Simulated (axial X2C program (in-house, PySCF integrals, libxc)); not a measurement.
## Worked dissociation energy of ICl⁻: CCSD(T), spin-free

Computed with an in-house relativistic program for diatomic molecules. Spin-free means the one-electron spin-free X2C Hamiltonian. Basis: I dyall-acv3z [12s13p9d5f1g], Cl dyall-av3z [9s8p3d2f] (cores contracted in-house); Gaussian nuclei, density fitting, unrestricted open shells. Masses: I 126.904 u, Cl 34.969 u.

Molecular state: M_S = 1/2, Λ = 0 (beyond evenly filled blocks: σα).

Correlated methods: 15 electrons correlated (number of frozen shells: I 4 s, 3 p, 2 d; Cl 2 s, 1 p), 275 virtual spin orbitals or spinors in MP2, 90 natural virtuals in coupled cluster.

| Item | Value |
| --- | --- |
| E(I) (2M_S = 1, M_L = 0) | -7112.900554 hartree |
| E(Cl-) (2M_S = 0, M_L = 0) | -461.224096 hartree |
| E(ICl⁻) at Re | -7574.165377 hartree |
| ωe | 190.9 cm⁻¹ |
| ωexe | 0.731 cm⁻¹ |

(1) Work out De and D0.

Occupations by symmetry block were frozen at the best pattern of an incomplete PBE0 search. De is counted from the lowest determinant-based energies of the atoms at the same level, without counterpoise correction. CCSD and (T) use frozen natural virtuals with an MP2 correction for the truncation; (T) itself is uncorrected, so its De runs slightly low. Spin-free De lacks the spin–orbit lowering of the heavy p-block atom, a tenth of an eV or more for 4p and 5p, up to an eV for 6p and one to two eV for 7p atoms, less what an open-shell molecule gains itself.

Each atomic determinant is the lowest at this level and need not be a pure term. Totals compare only within one Hamiltonian and basis.

## Answers

(1) De = -7112.900554 + (-461.224096) − (-7574.165377) = 0.04073 hartree = 1.108 eV. The zero-point energy is ωe/2 − ωexe/4 = 95 cm⁻¹ = 0.012 eV, so D0 = 1.096 eV.
